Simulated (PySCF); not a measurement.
## SrAl⁻: input and log

State: ³Σ⁻ (triplet), unpaired electrons π ↑↑.

An equivalent input (the run itself took its basis sets from the Basis Set Exchange, started from a PBE0 density and held the occupation σ 7α 7β, πx 3α 2β, πy 3α 2β):

```python
from pyscf import gto, dft
mol = gto.M(atom='Sr 0 0 0; Al 0 0 3.134', basis={'Sr': 'def2-SVPD', 'Al': 'def2-SVPD'}, ecp={'Sr': 'def2-SVPD'},
            charge=-1, spin=2, verbose=4, symmetry='C2v')
mf = dft.UKS(mol, xc='PBE')
mf.grids.atom_grid = (80, 434)
mf.grids.prune = dft.gen_grid.treutler_prune
mf.irrep_nelec = {'A1': (7, 7), 'B1': (3, 2), 'B2': (3, 2)}
mf.conv_tol = 1e-9
mf.max_cycle = 60
mf.diis_space = 10
mf.kernel()
```

The log (some set-up lines and the per-cycle HOMO/LUMO lines removed):

```
******** <class 'pyscf.dft.uks_symm.SymAdaptedUKS'> ********
method = SymAdaptedUKS
damping factor = 0
level_shift factor = 0
DIIS = <class 'pyscf.scf.diis.CDIIS'>
diis_start_cycle = 1
diis_space = 10
diis_damp = 0
SCF conv_tol = 1e-09
SCF conv_tol_grad = None
SCF max_cycles = 60
number electrons alpha = 13  beta = 11
Set gradient conv threshold to 3.16228e-05
init E= -272.880848139011
cycle= 1 E= -272.881725541089  delta_E= -0.000877  |g|= 0.00966  |ddm|= 0.205
cycle= 2 E= -272.881314968017  delta_E= 0.000411  |g|= 0.0175  |ddm|= 0.112
cycle= 3 E= -272.881736862901  delta_E= -0.000422  |g|= 0.00892  |ddm|= 0.0788
cycle= 4 E= -272.881900255572  delta_E= -0.000163  |g|= 0.00214  |ddm|= 0.0342
cycle= 5 E= -272.881910225071  delta_E= -9.97e-06  |g|= 0.000578  |ddm|= 0.00932
cycle= 6 E= -272.881913313784  delta_E= -3.09e-06  |g|= 0.000306  |ddm|= 0.00886
cycle= 7 E= -272.881914356962  delta_E= -1.04e-06  |g|= 5.38e-05  |ddm|= 0.00804
cycle= 8 E= -272.881914364113  delta_E= -7.15e-09  |g|= 2.62e-05  |ddm|= 0.000474
cycle= 9 E= -272.881914366108  delta_E= -1.99e-09  |g|= 3.58e-06  |ddm|= 0.000167
cycle= 10 E= -272.881914366263  delta_E= -1.56e-10  |g|= 1.63e-06  |ddm|= 6.93e-05
Extra cycle  E= -272.881914366239  delta_E= 2.4e-11  |g|= 4.57e-06  |ddm|= 2.7e-05
converged SCF energy = -272.881914366239  <S^2> = 2.0983278  2S+1 = 3.0648509
```

Repeating this along the bond gives Re = 3.129 Å and ωe = 182 cm⁻¹.

A point of this curve took 0.52 CPU seconds beside 0.12 for the integrals, on Intel Xeon @ 2.60GHz (shared host).

Spin–orbit coupling is left out. The highest Kohn–Sham level is positive in this anion. Much of that is self-interaction error, but it also means that the finite basis helps to hold the extra electron. The state was picked by a PBE0 search and need not be the measured ground state.
